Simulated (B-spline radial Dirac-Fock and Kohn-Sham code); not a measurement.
# X-ray form factors of zinc in several charge states

Method: Dirac-Fock densities. Computed with a B-spline atomic structure program.

Configurations: Zn²¹⁺ [He] 2s2 2p5; Zn²³⁺ [He] 2s2 2p3; Zn²⁴⁺ [He] 2s2 2p2; Zn²⁵⁺ [He] 2s2 2p1; Zn²⁸⁺ 1s2; Zn²⁹⁺ 1s1. The first column is f₀ of Zn²¹⁺, the others are differences from it.

| s (Å⁻¹) | Zn²¹⁺ | Δ Zn²³⁺ | Δ Zn²⁴⁺ | Δ Zn²⁵⁺ | Δ Zn²⁸⁺ | Δ Zn²⁹⁺ |
| --- | --- | --- | --- | --- | --- | --- |
| 0 | 9.000 | -2.000 | -3.000 | -4.000 | -7.000 | -8.000 |
| 0.05 | 8.994 | -1.998 | -2.997 | -3.996 | -6.994 | -7.994 |
| 0.1 | 8.975 | -1.993 | -2.989 | -3.986 | -6.975 | -7.975 |
| 0.15 | 8.944 | -1.983 | -2.976 | -3.968 | -6.945 | -7.944 |
| 0.2 | 8.901 | -1.970 | -2.957 | -3.944 | -6.902 | -7.901 |
| 0.25 | 8.845 | -1.954 | -2.933 | -3.913 | -6.848 | -7.847 |
| 0.3 | 8.778 | -1.934 | -2.903 | -3.875 | -6.783 | -7.780 |
| 0.35 | 8.700 | -1.910 | -2.870 | -3.831 | -6.706 | -7.703 |
| 0.4 | 8.611 | -1.884 | -2.831 | -3.781 | -6.619 | -7.615 |
| 0.45 | 8.512 | -1.854 | -2.788 | -3.725 | -6.522 | -7.517 |
| 0.5 | 8.403 | -1.822 | -2.741 | -3.664 | -6.415 | -7.408 |
| 0.6 | 8.157 | -1.750 | -2.635 | -3.527 | -6.175 | -7.166 |
| 0.7 | 7.880 | -1.668 | -2.516 | -3.372 | -5.904 | -6.892 |
| 0.8 | 7.577 | -1.580 | -2.387 | -3.204 | -5.608 | -6.592 |
| 0.9 | 7.252 | -1.486 | -2.249 | -3.024 | -5.292 | -6.272 |
| 1 | 6.913 | -1.389 | -2.107 | -2.838 | -4.962 | -5.937 |
| 1.1 | 6.565 | -1.291 | -1.961 | -2.647 | -4.623 | -5.593 |
| 1.2 | 6.212 | -1.191 | -1.815 | -2.455 | -4.281 | -5.246 |
| 1.4 | 5.512 | -0.998 | -1.528 | -2.077 | -3.605 | -4.557 |
| 1.6 | 4.846 | -0.819 | -1.260 | -1.721 | -2.966 | -3.904 |
